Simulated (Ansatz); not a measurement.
Geometry optimisation, RKS PBE-D4/def2-SVP (Ansatz).

The input (input.yaml):

```yaml
crystal:
  periodic: [false, false, false]
  atoms:
    - { symbol: B, position_ang: [-0.40743, 1.30915, -0.07108] }
    - { symbol: Si, position_ang: [0.137, -0.42663, 0.02157] }
    - { symbol: Cl, position_ang: [-0.46666, -1.93576, -1.19921] }
    - { symbol: Cl, position_ang: [1.85481, -1.08067, 0.89005] }
    - { symbol: H, position_ang: [-0.31, 2.33673, -0.58768] }
basis:
  gaussian: { orbitals: def2-SVP }
hamiltonian:
  xc: pbe
  dispersion: d4
relax:
  f_tol: 0.015
  max_steps: 40
```

Launched with:

```bash
$ ansatz run input.yaml --threads 1 --pin off --max-ram 2048MiB --backend cpu --events-out ev --progress --plain --runs-dir out
```

Q: Where does it end, and by what steps?

A: It converged. After 9 steps the energy has fallen by 0.504 eV; Si2 moved furthest, 0.60 Å.

| step | energy less start (eV) | largest force component (eV/Å) | accepted |
| --- | --- | --- | --- |
| 0 | 0.0000 | 1.345 | yes |
| 1 | -0.2907 | 0.518 | yes |
| 2 | -0.4107 | 0.665 | yes |
| 3 | -0.4753 | 0.365 | yes |
| 4 | -0.4879 | 0.427 | yes |
| 5 | -0.5000 | 0.082 | yes |
| 6 | -0.5002 | 0.241 | yes |
| 7 | -0.5035 | 0.027 | yes |
| 8 | -0.5035 | 0.016 | yes |
| 9 | -0.5036 | 0.002 | yes |

```xyz
5
Properties=species:S:1:pos:R:3
B -0.379 1.237 -0.074
Si 0.536 -0.405 -0.425
Cl -0.683 -1.953 -1.095
Cl 1.775 -1.057 1.114
H -0.442 2.381 -0.465
```

Whether the end is a true minimum wasn't checked by a vibrational analysis.

Run time: 22 s on 1 thread of Arm Neoverse V1, with other jobs on the host, peak memory 0.14 GiB.
